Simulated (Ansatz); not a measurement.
SrO₂⁻. Charge -1, multiplicity 2. Geometry PBE0-D4/def2-TZVPD; atoms count from 1.

```xyz
3

Sr   -0.0091   -0.0082   -0.0042
O    -1.3442    0.7900    1.4206
O     1.3534   -0.7818   -1.4165
```

In the def2 sets Sr takes a core potential; there is no spin–orbit coupling. Another isomer (doublet) lies 0.04 eV lower at PBE0-D4/def2-TZVPD; other spin states weren't run for this one.

Q: Estimate the Mulliken populations from the PBE0/def2-TZVPD orbitals of Ansatz.

A: 
| atom | charge (e) | spin (α − β) |
| --- | --- | --- |
| Sr1 | 1.44 | -0.05 |
| O2 | -1.22 | 0.52 |
| O3 | -1.22 | 0.52 |
Mulliken values and Mayer orders depend strongly on the basis. With diffuse functions, as here, like atoms can get unlike values, and bond orders can come out too low or too high.

Q: Where does the spin sit?

A: Summed by element: Sr -0.05, O 1.05, of 1 unpaired in all. Largest on single atoms: O2 0.52, O3 0.52, Sr1 -0.05.

Q: And the Mayer bond orders between bonded heavy atoms (over 0.3)?

A: Sr1–O2 0.43 (2.11 Å); Sr1–O3 0.43 (2.11 Å). Values over 0.3 also appear between atoms too far apart for a bond (O2–O3 0.35 at 4.22 Å); they arise where an orbital or an unpaired electron spreads over both atoms.
